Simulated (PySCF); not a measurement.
C₇H₁₂O₂.
SMILES with atom numbers: `[OH:1][CH2:2][C:3]1=[CH:4][C@@H:5]([OH:6])[CH2:7][CH2:8][CH2:9]1`

Definitions: NICS(0) = −σiso at the ring centroid; NICS(1) = −σiso and NICS(1)zz = −σzz at ±1 Å along the ring normal z. Level: GIAO PBE0/pcSseg-1 (PySCF, non-relativistic, gas phase) on the GFN2-xTB geometry, one conformer.

Ring bond lengths (Å), with Mayer bond orders in brackets: C3–C4 1.326 (1.81), C4–C5 1.506 (1.01), C5–C7 1.532 (1.03), C7–C8 1.524 (1.03), C8–C9 1.525 (1.05), C9–C3 1.502 (1.01).

Problem. What do the NICS probes read (ppm)?

Solution. 
```tsv
ring	type	NICS(0)	NICS(1), two faces	NICS(1)zz, two faces	rms pucker (Å)	centre to ring atoms, mean (Å)
C3–C4–C5–C7–C8–C9	6-membered carbocycle; formal bonds 1 double, 5 single	-1.2	-2.1 / -2.9	3.2 / 1.5	0.21	1.45
```

Problem. What do they say, and how far can they be read as aromaticity?

Solution. 
- C3–C4–C5–C7–C8–C9: mean NICS(1)zz 2.3 ppm, near zero. C5, C7, C8, C9 have four or more neighbours, and the NICS criterion for π rings isn't applied.

Problem. What field does 11.7 T along the ring normal induce along that normal at the second NICS(1) probe listed for ring C3–C4–C5–C7–C8–C9, 1 Å off the ring?

Solution. NICSzz × B0 = 1.5 ppm × 11.7 T = 18 μT, along the applied field.

Problem. Give the inner angles of the rings and the Hirshfeld charges of the ring atoms.

Solution. 
- C3–C4–C5–C7–C8–C9: C3 122.7° (-0.003 e), C4 124.2° (-0.069 e), C5 110.6° (+0.040 e), C7 109.8° (-0.079 e), C8 109.8° (-0.066 e), C9 111.8° (-0.074 e); sum 688.9° against 720° for a flat convex ring.
